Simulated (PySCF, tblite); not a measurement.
Isomers of C5H10N2SSi2. All values are computed: GFN2-xTB (tblite) harmonic vibrations without scaling, gas phase. Errors from tens to a few hundred cm⁻¹ against measured bands are possible. Modes of hydrogen on silicon can be 10 to 20 % off. One conformer each.

Electronic energies: PBE0/pcSseg-1 single points on the GFN2-xTB geometries (PySCF, gas phase).

```csv
SMILES,"electronic energy, lowest = 0 (kJ/mol)"
C=C[SiH2]c1cc(S[SiH3])n[nH]1,191.7
Nc1cccnc1[SiH2]S[SiH3],0.0
C=Cc1cc(S[SiH2][SiH3])n[nH]1,183.4
C=Cc1cc([SiH2]S[SiH3])n[nH]1,98.1
```

**Question.** How do GFN2-xTB zero-point energies change the relative energies?

**Answer.** 
```json
{"SMILES": "Nc1cccnc1[SiH2]S[SiH3]", "ZPE (kJ/mol)": "354.1", "of it from modes above 1550 cm⁻¹": "175.5", "electronic (kJ/mol)": "0.0", "with ZPE, lowest = 0 (kJ/mol)": "0.0", "lowest mode (cm⁻¹)": "28", "rings": "1"}
{"SMILES": "C=Cc1cc([SiH2]S[SiH3])n[nH]1", "ZPE (kJ/mol)": "353.5", "of it from modes above 1550 cm⁻¹": "174.7", "electronic (kJ/mol)": "98.1", "with ZPE, lowest = 0 (kJ/mol)": "97.5", "lowest mode (cm⁻¹)": "18i", "rings": "1"}
{"SMILES": "C=Cc1cc(S[SiH2][SiH3])n[nH]1", "ZPE (kJ/mol)": "350.9", "of it from modes above 1550 cm⁻¹": "172.2", "electronic (kJ/mol)": "183.4", "with ZPE, lowest = 0 (kJ/mol)": "180.2", "lowest mode (cm⁻¹)": "36", "rings": "1"}
{"SMILES": "C=C[SiH2]c1cc(S[SiH3])n[nH]1", "ZPE (kJ/mol)": "350.9", "of it from modes above 1550 cm⁻¹": "173.0", "electronic (kJ/mol)": "191.7", "with ZPE, lowest = 0 (kJ/mol)": "188.4", "lowest mode (cm⁻¹)": "9", "rings": "1"}
```

The zero-point energies span 3.2 kJ/mol, from `C=C[SiH2]c1cc(S[SiH3])n[nH]1` to `Nc1cccnc1[SiH2]S[SiH3]`. Slightly imaginary modes are left out of the zero-point energy: `C=Cc1cc([SiH2]S[SiH3])n[nH]1` 17.6i cm⁻¹. The order is unchanged.

**Question.** And how do the electronic energies of GFN2-xTB itself compare?

**Answer.** `Nc1cccnc1[SiH2]S[SiH3]` 0.0; `C=Cc1cc([SiH2]S[SiH3])n[nH]1` 78.7; `C=Cc1cc(S[SiH2][SiH3])n[nH]1` 154.8; `C=C[SiH2]c1cc(S[SiH3])n[nH]1` 182.1 kJ/mol, lowest = 0. Against the energies above, taken from the same isomer `Nc1cccnc1[SiH2]S[SiH3]`, the largest difference is 28.6 kJ/mol.
